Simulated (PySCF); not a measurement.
B3LYP has the VWN-RPA correlation part, as in Gaussian. Excitations are Tamm–Dancoff values on a coarser integration grid. The basis has no diffuse functions, so Rydberg states are missing or too high.

Cartesian coordinates (Å):
```xyz
13

C      1.8667     0.3348    -0.0921
C      0.7359    -0.6119     0.3049
C     -0.6071    -0.0614     0.0483
C     -1.3793     0.8818    -0.3717
C     -2.0809    -0.3438     0.1523
H      1.7986     1.2732     0.4603
H      2.8405    -0.1118     0.1145
H      1.8192     0.5703    -1.1564
H      0.8269    -1.5648    -0.2286
H      0.8064    -0.8709     1.3674
H     -1.5119     1.8595    -0.7983
H     -2.5467    -1.0411    -0.5445
H     -2.5682    -0.3139     1.1273
```
Charge 0, spin multiplicity 1.

### Question
Estimate the S1–T1 gap (TDA), total energy, brightest of the four lowest singlets (TDA), T1 excitation (TDA) and dipole moment that PySCF with B3LYP-D3(BJ)/def2-TZVP returns for this input.

### Answer

```yaml
S1–T1 gap (TDA): 2.27 eV
total_energy: -195.3496 Ha
brightest of the four lowest singlets (TDA): 6.76 eV
T1 excitation (TDA): 4.33 eV
dipole_moment: 0.96 D
```
